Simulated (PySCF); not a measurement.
Molecule: `CC[C@@H](CF)NC=O`, C5H10FNO.

Cartesian coordinates in Å; atom numbers follow the order of the lines, from 1:
```xyz
18

C     1.5994    1.0006    0.9895
C     1.0123   -0.3876    0.7707
C    -0.0383   -0.3877   -0.3448
C    -0.5347   -1.8045   -0.6468
F    -1.0989   -2.3583    0.4796
N    -1.1592    0.4589    0.0080
C    -1.5730    1.4753   -0.7688
O    -1.0674    1.8037   -1.8122
H     2.3336    0.9779    1.7903
H     2.0855    1.3549    0.0837
H     0.8204    1.7110    1.2556
H     1.8069   -1.0851    0.5007
H     0.5498   -0.7477    1.6926
H     0.3825    0.0321   -1.2650
H    -1.3127   -1.7948   -1.4160
H     0.2876   -2.4605   -0.9455
H    -1.6573    0.2197    0.8509
H    -2.4453    1.9983   -0.3341
```

Frames of a GFN2-xTB Langevin trajectory at 300 K; GIAO PBE0/pcSseg-1 shieldings in PySCF 2.14, gas phase, non-relativistic; equivalent atoms averaged within each frame.

References, each an isolated molecule treated in the same way: ¹³C (186.93 ppm) and ¹H (31.72 ppm) vs TMS; ¹⁹F (170.95 ppm) against CFCl3; ¹⁵N (267.73 ppm) vs NH3; H2O for ¹⁷O (336.08 ppm). The references are static minima.

How do the shifts (ppm) fluctuate along the trajectory?

## Answers


| time (fs) | C7 | C4 | C3 | C2 | C1 | F5 | N6 | O8 | H18 | H15 |
| --- | --- | --- | --- | --- | --- | --- | --- | --- | --- | --- |
| 250 | 163.2 | 91.2 | 53.0 | 29.6 | 13.9 | -256.3 | 155.7 | 424.9 | 8.94 | 6.18 |
| 425 | 179.5 | 87.8 | 57.4 | 35.5 | 14.0 | -270.7 | 159.6 | 498.9 | 8.24 | 6.16 |
| 625 | 163.9 | 93.7 | 46.7 | 28.5 | 8.7 | -269.9 | 140.2 | 429.3 | 9.26 | 4.24 |
| 800 | 159.7 | 92.2 | 52.5 | 28.4 | 11.2 | -269.9 | 135.1 | 414.2 | 8.15 | 5.00 |
| 1000 | 165.5 | 95.6 | 49.8 | 27.4 | 6.5 | -257.3 | 148.0 | 439.9 | 8.32 | 5.67 |
| mean of frames | 166.4 | 92.1 | 51.9 | 29.9 | 10.9 | -264.8 | 147.7 | 441.4 | 8.58 | 5.45 |
| standard deviation | 7.6 | 2.9 | 4.0 | 3.2 | 3.3 | 7.4 | 10.3 | 33.4 | 0.49 | 0.83 |

5 frames give an uncertainty of the mean of about the standard deviation over 2.2 at best, since frames this close in time may not be independent; classical motion lacks zero-point vibration, and the reference would need the same averaging.
